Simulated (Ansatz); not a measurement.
Gas-phase reaction in SMILES: F[SiH3] -> F[SiH2-] + H+
Geometries: B3LYP-D3(BJ)/def2-TZVP minima from Ansatz (a first-principles code).
Geometry of the first species:
```
Si
F 1 1.6061
H 1 1.4771 2 108.27
H 1 1.4771 3 110.64 2 -118.50
H 1 1.4771 3 110.64 4 -122.99
```
Charge 0, spin multiplicity 1.

Property: gas-phase deprotonation energy (electronic energy difference), in eV. Cores are frozen in the correlated levels unless marked. Spin-orbit coupling is left out. Non-relativistic. Anions need diffuse functions: aug- sets have them; def2-D sets add few; the other sets have none. CBS marks a two-point X^-3 extrapolation of the correlation energy; Hartree-Fock from the larger set.

```
level                       program  gas-phase deprotonation energy (eV)
-------------------  --------------  -----------------------------------
PBE0/6-31G*                  Ansatz                                16.72
r2SCANh/def2-TZVPD           Ansatz                                16.50
HSE06-D4/def2-TZVPD  Ansatz + dftd4                                16.40
B2PLYP/def2-TZVPD            Ansatz                                16.48
```

Task: Predict the CCSD(T)/CBS(aug-cc-pV(T+d)Z,aug-cc-pV(Q+d)Z) result (Ansatz).

Result: 16.51 eV
